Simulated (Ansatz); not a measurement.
Consider the cleavage of the Ga–Ga bond: `[GaH2][GaH2]` + H₂Se → `[GaH2][SeH]` + `[GaH3]`.

Gas-phase electronic energies from Ansatz, PBE0-D4/def2-TZVP geometries. CCSD(T)/CBS is the MP2 limit (def2-TZVPP, def2-QZVPP) plus CCSD(T) − MP2 in def2-TZVPP, frozen cores. For Ga, Se outer-core shells are correlated without core-valence functions, which leaves a few kJ/mol of doubt a bond. Scalar relativity is left out up to krypton.

```tsv
species	HF/def2-QZVPP energy (Eh)
`[GaH2][GaH2]`	-3848.87440
H₂Se	-2401.05204
`[GaH2][SeH]`	-4324.95483
`[GaH3]`	-1925.00483
```

Work out ΔE.

ΔE = (-4324.95483) + (-1925.00483) − (-3848.87440) − (-2401.05204) = -0.03322 Eh = -87.2 kJ/mol. CCSD(T)/CBS gives -76.8 kJ/mol.

Largest T1 diagnostic among the species: 0.014.

Leaving LDA and LC-ωPBE aside and taking each functional with its dispersion term where it has one, the values, not all of them listed here, spread over 11.8 kJ/mol, from B97M-V to PBE-D4. From PBE to PBE0 (25 % exact exchange), in def2-TZVPP and without D4, ΔE moves by −4.4 kJ/mol.
